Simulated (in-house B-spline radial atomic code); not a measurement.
Configurations of Pr5+, with energies counted from [Kr] 4d10 5s2 5p6. All numbers are computed (scalar-relativistic (X2C) r2SCAN0, spin-polarised, spherical fractional occupations, exact exchange averaged over the configuration; Fermi nucleus of rms radius 4.8919 fm) with a B-spline radial code for spherical atoms, not measured. Shells without spins written out take the highest spin.

Occupations are held fixed; configurations that lie above the ionisation limit could autoionise.

| configuration | E - E(ref) (eV) | highest orbital | its <r> (bohr) |
| --- | --- | --- | --- |
| [Kr] 4d10 5s2 5p5 6f1 | 64.237 | 6f up | 5.234 |
| [Kr] 4d10 5s1 5p6 6d1 | 77.348 | 6d up | 3.851 |
| [Kr] 4d9 4f1 5s2 5p6 | 115.28 | 4f up | 0.856 |
| [Ar] 3d9 4s2 4p6 4d10 5s2 5p6 5d1 | 968.71 | 5d up | 1.836 |
| [Ar] 3d9 4s2 4p6 4d10 5s2 5p6 6s1 | 980.47 | 6s up | 2.759 |
| [Ar] 3d9 4s2 4p6 4d10 5s2 5p6 6f1 | 1006.3 | 6f up | 5.104 |

(1) Order these further configurations by energy, lowest first.
A. [Kr] 4d9 5s2 5p6 6s1
B. [Kr] 4d9 5s2 5p6 6d1
C. [Kr] 4d10 5s1 5p6 6s1
D. [Ar] 3d10 4s2 4p5 4d10 5s2 5p6 5d1
E. [Kr] 4d10 4f1 5s2 5p5

(2) How far above the reference does [Kr] 4d10 5s2 5p5 5d1 lie?

## Answers

(1) E (9.6436 eV), C (61.206 eV), A (151.72 eV), B (168.02 eV), D (252.31 eV).

(2) 27.929 eV; its least bound orbital is 5d up with <r> = 1.896 bohr.
